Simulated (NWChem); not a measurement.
Program: NWChem. System: HCl4Si2, charge 0, spin multiplicity 2, at a geometry optimised with UB3LYP/def2-SVP. The structure started from a generated list of species. Its SCF solution wasn't tested for a lower state. Level: UHF/def2-SVP.

Job file:

```
start mol
memory heap 200 mb stack 900 mb global 1100 mb
geometry units angstroms nocenter noautoz
  Cl    -0.596757    -2.007738     1.700736
  Si     0.285500    -1.175545     0.000000
  Cl    -0.596757    -2.007738    -1.700736
  Si    -0.224013     1.148090     0.000000
  Cl     0.620785     1.976275     1.700948
  Cl     0.620785     1.976275    -1.700948
  H     -1.677763     1.454104     0.000000
  symmetry group Cs
end
basis spherical
  * library def2-svp
end
scf
  uhf
  nopen 1
  maxiter 100
  thresh 1e-7
  semidirect memsize 60000000 filesize 0
  # guess.movecs holds the orbitals of an unrestricted PBE0 run
  vectors input guess.movecs output mol.movecs
end
task scf energy
```

NWChem printed:

```
             Northwest Computational Chemistry Package (NWChem) 7.3.0
             --------------------------------------------------------

                                NWChem Input Module
                                -------------------

 Scaling coordinates for geometry "geometry" by  1.889725989
 (inverse scale =  0.529177249)

 Turning off AUTOSYM since
 SYMMETRY directive was detected!

                             Geometry "geometry" -> ""
                             -------------------------

 Output coordinates in angstroms (scale by  1.889725989 to convert to a.u.)

  No.       Tag          Charge          X              Y              Z
 ---- ---------------- ---------- -------------- -------------- --------------
    1 Cl                  17.0000    -0.59675700    -2.00773800     1.70073600
    2 Si                  14.0000     0.28550000    -1.17554500     0.00000000
    3 Cl                  17.0000    -0.59675700    -2.00773800    -1.70073600
    4 Si                  14.0000    -0.22401300     1.14809000     0.00000000
    5 Cl                  17.0000     0.62078500     1.97627500     1.70094800
    6 Cl                  17.0000     0.62078500     1.97627500    -1.70094800
    7 H                    1.0000    -1.67776300     1.45410400     0.00000000

 Effective nuclear repulsion energy (a.u.)     663.8016231729

            Nuclear Dipole moment (a.u.)
            ----------------------------
        X                 Y               Z
 ---------------- ---------------- ----------------
     0.0000132281    -0.0000151178     0.0000000000

      Symmetry information
      --------------------

 Group name             Cs
 Group number              2
 Group order               2
 No. of unique centers     5

      Symmetry unique atoms

     1    2    4    5    7


 Summary of "ao basis" -> "" (spherical)
 ------------------------------------------------------------------------------
       Tag                 Description            Shells   Functions and Types
 ---------------- ------------------------------  ------  ---------------------
 *                          def2-svp                  on all atoms
[...]
        -537.682761293129        1653.421187803006           0.000000000000
           0.000000000000           0.000000000000        2467.945246566607

  Mulliken analysis of the total density
  --------------------------------------

    Atom       Charge   Shell Charges
 -----------   ------   -------------------------------------------------------
    1 Cl  17    17.33   2.00  1.99  1.20  0.76  5.94  2.08  3.32  0.02
    2 Si  14    13.37   2.00  1.99  1.10  0.16  5.94  1.07  0.86  0.26
    3 Cl  17    17.33   2.00  1.99  1.20  0.76  5.94  2.08  3.32  0.02
    4 Si  14    13.24   2.00  1.99  1.03  0.01  5.94  1.15  0.81  0.32
    5 Cl  17    17.32   2.00  1.99  1.20  0.76  5.94  2.09  3.31  0.02
    6 Cl  17    17.32   2.00  1.99  1.20  0.76  5.94  2.09  3.31  0.02
    7 H    1     1.08   0.74  0.33  0.01

  Mulliken analysis of the alpha density
  --------------------------------------

    Atom       Charge   Shell Charges
 -----------   ------   -------------------------------------------------------
    1 Cl  17     8.69   1.00  1.00  0.60  0.38  2.97  1.06  1.67  0.01
    2 Si  14     7.09   1.00  1.00  0.61  0.13  2.97  0.66  0.57  0.13
    3 Cl  17     8.69   1.00  1.00  0.60  0.38  2.97  1.06  1.67  0.01
    4 Si  14     6.66   1.00  1.00  0.53 -0.00  2.97  0.60  0.41  0.16
    5 Cl  17     8.66   1.00  1.00  0.60  0.38  2.97  1.05  1.66  0.01
    6 Cl  17     8.66   1.00  1.00  0.60  0.38  2.97  1.05  1.66  0.01
    7 H    1     0.56   0.38  0.17  0.01

   Mulliken analysis of the beta density
   -------------------------------------

    Atom       Charge   Shell Charges
 -----------   ------   -------------------------------------------------------
    1 Cl  17     8.64   1.00  1.00  0.60  0.38  2.97  1.02  1.65  0.01
    2 Si  14     6.29   1.00  0.99  0.48  0.03  2.97  0.41  0.28  0.13
    3 Cl  17     8.64   1.00  1.00  0.60  0.38  2.97  1.02  1.65  0.01
    4 Si  14     6.58   1.00  1.00  0.50  0.01  2.97  0.55  0.40  0.16
    5 Cl  17     8.66   1.00  1.00  0.60  0.38  2.97  1.05  1.66  0.01
    6 Cl  17     8.66   1.00  1.00  0.60  0.38  2.97  1.05  1.66  0.01
    7 H    1     0.53   0.36  0.16  0.01

   Mulliken analysis of the spin density
   -------------------------------------

    Atom       Charge   Shell Charges
 -----------   ------   -------------------------------------------------------
    1 Cl  17     0.05   0.00  0.00  0.00 -0.00  0.00  0.04  0.01  0.00
    2 Si  14     0.80   0.00  0.00  0.13  0.10  0.00  0.26  0.29  0.01
    3 Cl  17     0.05   0.00  0.00  0.00 -0.00  0.00  0.04  0.01  0.00
    4 Si  14     0.07   0.00  0.00  0.02 -0.01  0.00  0.04  0.01  0.01
    5 Cl  17    -0.00  -0.00 -0.00 -0.00  0.00 -0.00 -0.00 -0.00  0.00
    6 Cl  17    -0.00  -0.00 -0.00 -0.00  0.00 -0.00 -0.00 -0.00  0.00
    7 H    1     0.03   0.02  0.01 -0.00

       Multipole analysis of the density wrt the origin
       ------------------------------------------------

     L   x y z        total         alpha         beta         nuclear
     -   - - -        -----         -----         ----         -------
     0   0 0 0     -0.000000    -49.000000    -48.000000     97.000000

     1   1 0 0      0.040040     -0.580513      0.620540      0.000013
     1   0 1 0      0.044815      1.169759     -1.124929     -0.000015
     1   0 0 1      0.000000      0.000000      0.000000      0.000000

     2   2 0 0    -56.704188    -84.403574    -78.965940    106.665325
     2   1 1 0     -2.877512   -127.509384   -131.449819    256.081691
     2   1 0 1      0.000000     -0.000000      0.000000      0.000000
     2   0 2 0    -61.133383   -587.951699   -579.360257   1106.178573
     2   0 1 1      0.000000      0.000000      0.000000      0.000000
     2   0 0 2    -61.462860   -383.302451   -380.641323    702.480914

 Task  times  cpu:        1.9s     wall:        1.9s

 Total times  cpu:        1.9s     wall:        1.9s
```
